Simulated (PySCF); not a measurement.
ClFH2InN. Atoms are numbered in the order given.

```xyz
6

In     0.0635     0.0425    -0.2452
F      1.9145    -0.4651    -0.6467
Cl    -0.6248    -0.4639     1.9393
N     -0.9962     1.1426    -1.5846
H     -2.0066     1.0395    -1.4887
H     -0.7399     0.9545    -2.5543
```
Charge 0, spin multiplicity 1.

The structure is a stationary point at B3LYP-D3(BJ)/def2-SVP. The def2 effective core potentials stand for the cores of In; spin–orbit coupling is left out. Other conformers were not sampled.

The numbers are results of PySCF with ωB97X/def2-TZVPD, not measurements.

Isolated molecule, no solvent.

```yaml
total_energy: -806.30898 hartree
highest_occupied_level: -10.78 eV
lowest_empty_level: -0.60 eV
orbital_gap: 10.18 eV
dipole_moment: 3.39 D
quadrupole, principal values (traceless, Buckingham form, about the centre of nuclear charge): -8.30, -0.95, 9.25 D·Å
mean_static_polarisability: 58.2 bohr³ (8.63 Å³)
polarisability_principal_values: 45.2, 56.6, 72.9 bohr³
```
